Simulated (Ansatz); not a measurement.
B4P4H16⁺, a cluster cut from zinc blende BP (hydrogen-capped). The state is a doublet with charge 1. Geometry r2SCAN-D4/def2-SVP, that of the neutral singlet; atoms count from 1.

```xyz
24

B     0.310    2.174   -0.340
B    -1.959   -1.000    0.321
B     1.001   -0.307    1.960
B     0.647   -0.867   -1.941
P     1.078    1.532    1.329
P    -0.786   -1.071    1.872
P     0.784    1.073   -1.873
P    -1.076   -1.533   -1.329
H     0.705    3.308   -0.538
H    -0.898    2.100   -0.218
H    -2.904   -1.742    0.513
H    -2.282    0.164    0.182
H     1.381   -0.338    3.116
H     1.697   -0.963    1.209
H     1.482   -1.302   -1.171
H     0.818   -1.229   -3.090
H     0.575    2.408    2.325
H     2.450    1.886    1.400
H    -1.574   -0.588    2.949
H    -0.631   -2.415    2.302
H     0.087    1.647   -2.966
H     2.111    1.361   -2.285
H    -2.053   -1.351   -2.342
H    -0.964   -2.946   -1.385
```

Question: Estimate the Mulliken populations from the PBE0/def2-TZVP orbitals of Ansatz.

Answer: 
```csv
atom,charge (e),spin (α − β)
B1,-0.29,0.10
B2,-0.29,0.10
B3,-0.29,0.10
B4,-0.29,0.10
P5,0.07,0.05
P6,0.07,0.05
P7,0.07,0.05
P8,0.07,0.05
H9,0.13,0.08
H10,0.07,0.01
H11,0.13,0.08
H12,0.07,0.01
H13,0.13,0.08
H14,0.07,0.01
H15,0.07,0.01
H16,0.13,0.08
H17,0.13,0.00
H18,0.13,0.00
H19,0.13,0.00
H20,0.13,0.00
H21,0.13,0.00
H22,0.13,0.00
H23,0.13,0.00
H24,0.13,0.00
```
Mulliken values depend strongly on the basis.

Question: Where does the spin sit?

Answer: Summed by element: B 0.39, P 0.19, H 0.42, of 1 unpaired in all. Largest on single atoms: B2 0.10, B3 0.10, B4 0.10.

Question: And the Mayer bond orders between heavy atoms (over 0.3)?

Answer: B1–P5 0.90 (1.95 Å); B1–P7 0.90 (1.95 Å); B2–P6 0.90 (1.95 Å); B2–P8 0.90 (1.95 Å); B3–P5 0.90 (1.95 Å); B3–P6 0.90 (1.95 Å); B4–P7 0.90 (1.95 Å); B4–P8 0.90 (1.95 Å).
